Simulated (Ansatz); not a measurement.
Compare A (`O[SiH2]/C=C/[SeH]`) with its isomer B (`O=CC([SiH3])[SeH]`).

Computed with Ansatz on PBE0-D4/def2-TZVP structures; ΔE is electronic, products minus reactants. CCSD(T)/CBS adds triple-zeta CCSD(T) − MP2 to the extrapolated MP2 energy (def2 sets, frozen cores). Functionals use def2-TZVPP. B3LYP here is the variant with VWN-RPA as its local correlation; programs differ in this. For Se outer-core shells are correlated without core-valence functions, which leaves a few kJ/mol of doubt a bond. Scalar relativity is left out up to krypton. Each species was taken in one conformer, which may not be the lowest.

Question: Which isomer does CCSD(T)/CBS put lower? Give the gap. (An estimate is asked.)

Answer: The calculation gave: A, by 126.3 kJ/mol.

Question: Give E(B) − E(A) in kJ/mol with PBE-D4, CCSD(T)/def2-TZVPP, r2SCAN-D4, B3LYP, HF/def2-TZVPP, CCSD/def2-TZVPP, MP2/def2-TZVPP. (An estimate is asked.)

Answer: Ansatz gave: PBE-D4 104.1, CCSD(T)/def2-TZVPP 120.6, r2SCAN-D4 118.4, B3LYP 125.6, HF/def2-TZVPP 133.6, CCSD/def2-TZVPP 124.4, MP2/def2-TZVPP 124.7. None reverses the order clearly.

Largest T1 diagnostic: 0.013.

In def2-TZVPP, CCSD(T) changes the Hartree–Fock value by −13.0 kJ/mol (the triples alone add −3.8 kJ/mol) and MP2 by −9.0 kJ/mol. From PBE to PBE0 (25 % exact exchange), in def2-TZVPP and without D4, E(B) − E(A) moves by +7.6 kJ/mol.
